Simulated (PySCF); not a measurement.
Species: C7H14N2Si.
SMILES with atom numbers: `[CH3:1][C:2]([CH3:3])([CH3:4])[c:5]1[cH:6][n:7][cH:8][n:9]1[SiH3:10]` (hydrogens: H11, H12, H13 on C1; H14, H15, H16 on C3; H17, H18, H19 on C4; H20 on C6; H21 on C8; H22, H23, H24 on Si10)

Method: PySCF 2.14.0, PBE0-D3(BJ)/def2-SVP geometry optimisation, gas phase.

(1) Give the optimised bond lengths and angles.

Results:

(1) 
```json
{"bond": "C1–C2, C2–C3, C2–C4", "length (pm)": "153.4", "order": "single"}
{"bond": "C2–C5", "length (pm)": "151.0", "order": "single"}
{"bond": "C5–C6", "length (pm)": "137.6", "order": "aromatic"}
{"bond": "C6–N7", "length (pm)": "136.9", "order": "aromatic"}
{"bond": "N7–C8", "length (pm)": "130.0", "order": "aromatic"}
{"bond": "C8–N9", "length (pm)": "138.2", "order": "aromatic"}
{"bond": "N9–Si10", "length (pm)": "178.0", "order": "single"}
{"bond": "C5–N9", "length (pm)": "139.6", "order": "aromatic"}
{"bond": "C1–H11 and 8 like bonds", "length (pm)": "110.1", "order": "single"}
{"bond": "C6–H20", "length (pm)": "108.8", "order": "single"}
{"bond": "C8–H21", "length (pm)": "109.1", "order": "single"}
{"bond": "Si10–H22, Si10–H23, Si10–H24", "length (pm)": "148.8", "order": "single"}
```

Bonds in one row agree within 1 pm and their mean is given. Orders are formal, as drawn. A selection of angles:
```json
{"angle": "C1–C2–C3", "degrees": "110.0"}
{"angle": "C1–C2–C4", "degrees": "108.4"}
{"angle": "C1–C2–C5", "degrees": "110.2"}
{"angle": "C3–C2–C5", "degrees": "111.2"}
{"angle": "C2–C5–C6", "degrees": "129.7"}
{"angle": "C2–C5–N9", "degrees": "125.3"}
{"angle": "C6–C5–N9", "degrees": "105.0"}
{"angle": "C5–C6–N7", "degrees": "111.4"}
{"angle": "C6–N7–C8", "degrees": "105.0"}
{"angle": "N7–C8–N9", "degrees": "113.2"}
{"angle": "C8–N9–Si10", "degrees": "120.4"}
{"angle": "C5–N9–C8", "degrees": "105.4"}
{"angle": "C5–N9–Si10", "degrees": "133.8"}
```

Torsions: C1–C2–C5–C6 -110° (anticlinal). The mirror-image conformer, all signs reversed, is as good.

The 5 C–C bonds span 1.376 Å (C5–C6, aromatic) to 1.537 Å (C1–C2, drawn single), a spread of 0.161 Å. Of the pairs four or more bonds apart, Si10···H16 is among the closest relative to their van der Waals radii: 2.65 Å, 80 % of the sum of Bondi's values. The 5-membered ring C5–C6–N7–C8–N9 has internal angles of 105.0° to 113.2° (sum 540°, against 540° for a flat polygon); it is planar, 0.00 Å rms from its mean plane, widest ring torsion 0°. Si10 (SiH3 silicon) is distorted tetrahedral (angles from 104.3° to 111.4°). N7 (pyridine-type nitrogen) is bent (angle 105.0°). N9 (pyrrole-type nitrogen) is planar (angles 133.8°, 120.4° and 105.4°, sum 359.6°, 0.05 Å off the plane of its three neighbours). The 4 C–N bonds span 1.300 Å (N7–C8, aromatic) to 1.396 Å (C5–N9, aromatic), a spread of 0.096 Å.

Point group: C1 (no symmetry element, even within 0.4 Å). Stationary, but not proved a minimum.
